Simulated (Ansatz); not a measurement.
Gas-phase reaction in SMILES: C1CCC1 [cyclobutane] + 4 C (CH4) -> 4 CC (C2H6) [ethane]
Structures are relaxed separately at B3LYP-D3(BJ)/def2-TZVP in Ansatz (a quantum-chemistry and plane-wave program), one conformer each, not searched for the lowest.
Geometry of the first species:
SMILES: C1CCC1
```xyz
12

C     -0.0021     1.0817     0.1209
C      0.0007    -1.0808     0.1288
C     -1.0806    -0.0019    -0.1307
C      1.0820     0.0010    -0.1189
H      0.0003     1.9568    -0.5289
H     -0.0082     1.4196     1.1583
H      0.0054    -1.9605    -0.5146
H     -0.0045    -1.4112     1.1686
H     -1.9615    -0.0007     0.5111
H     -1.4091    -0.0061    -1.1712
H      1.9558     0.0045     0.5324
H      1.4217    -0.0023    -1.1558
```

Quantity: bond separation energy (electronic energy difference), in kJ/mol. Cores are frozen in the correlated levels unless marked. No spin-orbit coupling. No relativistic terms. CBS marks a two-point X^-3 extrapolation of the correlation energy; Hartree-Fock from the larger set. The bracket is a focal-point correction in the basis named.

| level | program | bond separation energy (kJ/mol) |
|---|---|---|
| PBE-D4/def2-TZVPD | Ansatz + dftd4 | -83.1 |
| BLYP/def2-TZVPD | Ansatz | -81.2 |
| B3LYP-D4/def2-TZVPD | Ansatz + dftd4 | -87.7 |
| PBE0/def2-SVP | Ansatz | -95.1 |
| PBE0/def2-TZVPD | Ansatz | -88.3 |
| wB97X/def2-TZVPD | Ansatz | -90.0 |
| B2GP-PLYP-D4/def2-TZVPD | Ansatz + dftd4 | -87.2 |
| SCS-MP2/6-31G* | Ansatz | -82.2 |
| CCSD/aug-cc-pVDZ | Ansatz | -88.2 |
| RI-MP2/CBS(cc-pVTZ,cc-pVQZ)+[CCSD(T)-MP2]/cc-pVTZ | Ansatz | -83.5 |
